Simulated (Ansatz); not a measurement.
The cluster Mg₄H₆, relaxed as a singlet with RKS r2SCAN-D4/def2-SVP in Ansatz, starting from the GFN2-xTB geometry. Force threshold 0.02 eV/Å.

Another isomer (singlet) lies 0.24 eV lower at PBE0-D4/def2-TZVP; other spin states weren't run for this one.

Start:

```xyz
10

Mg    0.5631   -0.4625   -1.2201
Mg   -0.5449   -1.7163    0.9742
Mg   -1.8314    1.0664   -0.1909
Mg    1.7515   -0.6974    1.3420
H     3.1342   -0.0557    1.9699
H    -0.9097   -0.6807   -1.9366
H     0.3364    1.0209    0.5908
H    -2.5020   -0.1841    0.8711
H     2.1737   -0.7406   -1.4453
H    -2.1708    2.4501   -0.9550
```

| step | energy (eV) | largest force component (eV/Å) | SCF passes |
| --- | --- | --- | --- |
| 1 | -21861.6168 | 1.842 | 26 |
| 2 | -21862.6260 | 0.811 | 28 |
| 3 | -21863.2456 | 0.391 | 28 |
| 4 | -21863.4671 | 0.273 | 27 |
| 5 | -21863.5248 | 0.188 | 28 |
| 6 | -21863.5539 | 0.115 | 28 |
| 7 | -21863.5819 | 0.145 | 28 |
| 8 | -21863.6121 | 0.190 | 28 |
| 9 | -21863.6533 | 0.152 | 27 |
| 10 | -21863.7007 | 0.133 | 26 |
| 11 | -21863.7382 | 0.196 | 27 |
| 12 | -21863.7677 | 0.232 | 26 |
| 13 | -21863.7941 | 0.189 | 27 |
| 14 | -21863.8142 | 0.108 | 26 |
| 15 | -21863.8242 | 0.116 | 27 |
| 16 | -21863.8301 | 0.099 | 29 |
| 17 (rejected) | -21863.8290 | 0.083 | 28 |
| 18 | -21863.8318 | 0.025 | 29 |
| 19 (rejected) | -21863.8311 | 0.030 | 28 |
| 20 | -21863.8323 | 0.006 | 28 |
| 21 | -21863.8324 | 0.004 | 28 |

Force components are those of the run's own axes.

End:

Cartesian coordinates in Å:
```
Mg 0.7523 0.2422 -0.9187
Mg -0.5898 -0.4975 1.4835
Mg -2.1190 0.8028 -0.7196
Mg 2.3372 -1.1359 1.1456
H 3.7998 -1.7621 1.7809
H -0.8018 -0.4465 -1.5479
H -0.3209 1.3642 0.1234
H -2.2899 -0.1484 0.9181
H 2.4567 -0.1841 -0.6621
H -3.2245 1.7654 -1.6033
```

Bonds formed: Mg1–H7, Mg2–H8, Mg3–H6, Mg3–H7, Mg4–H9 (atoms count from 1).

The force fell under the threshold at step 20, but the optimiser went on. No frequencies were taken in this run, so the end may be a saddle point.

Hardware: 4 threads of Arm Neoverse V1 on a shared host. Wall time 61 s.
